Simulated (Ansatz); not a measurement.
Consider the atomization: `CO[SiH](O)[SiH2]O` → C• + 8 H• + 3 O• + 2 Si•.

Program: Ansatz. Geometries: PBE0-D4/def2-TZVP. ΔE: electronic, gas phase. CCSD(T)/CBS is the MP2 limit (def2-TZVPP, def2-QZVPP) plus CCSD(T) − MP2 in def2-TZVPP, frozen cores. This one scheme is used for every species, atoms too. DFT in def2-TZVPP. No spin–orbit coupling; open shells (•) take unrestricted orbitals. Spin–orbit coupling would lower the free atoms: a little for C, O, Si. Each species was taken in one conformer, which may not be the lowest.

Q: What is ΔE at CCSD(T)/CBS? (Estimate.)

A: Ansatz gave: +5172.0 kJ/mol.

Q: What do these levels give: PBE-D4, PBE0-D4, r2SCAN, CCSD(T)/def2-TZVPP, SCS-MP2/def2-QZVPP, MP2/CBS(def2)? (Estimate.)

A: Ansatz gave: PBE-D4 5188.7, PBE0-D4 5096.0, r2SCAN 5141.0, CCSD(T)/def2-TZVPP 5019.4, SCS-MP2/def2-QZVPP 5194.2, MP2/CBS(def2) 5259.1 kJ/mol.

Largest T1 diagnostic among the species: 0.012.

In def2-TZVPP, CCSD(T) changes the Hartree–Fock value by +1302.9 kJ/mol (the triples alone add +69.2 kJ/mol) and MP2 by +1390.1 kJ/mol; breaking electron pairs costs correlation energy, which Hartree–Fock lacks. From PBE to PBE0 (25 % exact exchange), in def2-TZVPP and without D4, ΔE moves by −88.4 kJ/mol: exact exchange takes away binding that semilocal exchange gives to molecules.

For atomizations the MP2-based limit and the directly extrapolated one differ by several kJ/mol either way, and by 10 to 25 for some Ge, Se and Sn compounds, so smaller differences from it don't rank the levels.
